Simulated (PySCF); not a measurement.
# `C12=C(C(OC)=CC=C1)C=C2`, C$_{9}$H$_{8}$O

Geometry:
```tsv
atom	x (Å)	y (Å)	z (Å)
C1	-2.750	0.007	-0.024
O2	-1.495	-0.602	-0.146
C3	-0.386	0.155	-0.019
C4	-0.397	1.568	0.238
C5	0.772	2.291	0.358
C6	2.060	1.687	0.235
C7	2.047	0.345	-0.010
C8	0.856	-0.409	-0.135
C9	1.698	-1.647	-0.368
C10	2.841	-0.932	-0.250
H11	-2.895	0.461	0.972
H12	-2.911	0.782	-0.795
H13	-3.497	-0.785	-0.161
H14	-1.348	2.090	0.343
H15	0.705	3.364	0.554
H16	2.972	2.278	0.334
H17	1.472	-2.696	-0.557
H18	3.902	-1.177	-0.305
```

The calculation used PySCF, TDDFT CAM-B3LYP/aug-cc-pVDZ excited states, vertical, gas phase. Geometry: PBE0-D3(BJ)/def2-SVP.

(1) Give the one- and two-photon strengths of the lowest singlets.

Answers

(1) δ for parallel linear polarisation; σ at the peak of a Lorentzian of half width 0.1 eV, single beam; Ω is circular over linear.
| state | E (eV) | f | photon λ (nm) | δ (au) | σ (GM) | Ω | main |
| --- | --- | --- | --- | --- | --- | --- | --- |
| S1 | 2.89 | 0.003 | 858 | 22.2 | 0.07 | 1.21 | HOMO→LUMO 0.98 |
| S2 | 4.25 | 0.023 | 584 | 137 | 0.91 | 0.63 | HOMO−1→LUMO 0.79, HOMO→LUMO+7 0.16 |
| S3 | 5.00 | 0.008 | 496 | 59.1 | 0.54 | 1.50 | HOMO→LUMO+1 0.50, HOMO→LUMO+2 0.37 |
| S4 | 5.26 | 0.000 | 472 | 172 | 1.75 | 1.50 | HOMO→LUMO+2 0.33, HOMO→LUMO+3 0.32 |
| S5 | 5.44 | 0.002 | 456 | 58.4 | 0.63 | 1.50 | HOMO→LUMO+3 0.47, HOMO→LUMO+2 0.21 |
| S6 | 5.62 | 0.466 | 441 | 415 | 4.79 | 0.45 | HOMO→LUMO+7 0.66, HOMO−1→LUMO 0.18 |

Among these, the strongest one-photon state is S6, the strongest two-photon state S6, with a dipole change of 1.9 D (relaxed, norm of the difference vector).
